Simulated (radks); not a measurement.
The numbers below are computed, except where a source is named.
Excited configurations of neutral ruthenium: one electron is placed in a higher orbital outside [Kr] 4d7. The ground configuration is [Kr] 4d7 5s1. Code: a radial shooting solver on a logarithmic mesh with Libxc functionals. Model: scalar-relativistic Kohn-Sham, PBE, spin-polarised, spherical densities, finite nucleus; open shells are filled with parallel spins first (spin-orbit coupling, left out, can overturn this in heavy ions); Fermi nuclear charge, rms radius 4.4809 fm. Excitation = E - E(ground); binding = E(ion) - E, where the ion is the core of charge +1; n* = 1/sqrt(2 binding) in atomic units, and the quantum defect is n - n*.

| outer orbital | excitation (eV) | binding (eV) | n* | quantum defect | eigenvalue (eV) | <r> (bohr) |
|---|---|---|---|---|---|---|
| 6s | 5.237 | 2.541 | 2.314 | 3.686 | -1.564 | 8.698 |
| 6p | 5.930 | 1.848 | 2.714 | 3.286 | -1.098 | 11.21 |
| 7p | 6.703 | 1.074 | 3.559 | 3.441 | -0.687 | 20.24 |

The Delta-SCF ionisation energy is 7.778 eV (NIST Atomic Spectra Database: 7.361 eV, measured). Self-interaction in the functional shifts the binding energies and quantum defects, so they are the method's values and not measured ones. Open shells are spherical and high-spin; term and fine-structure splittings are not resolved.
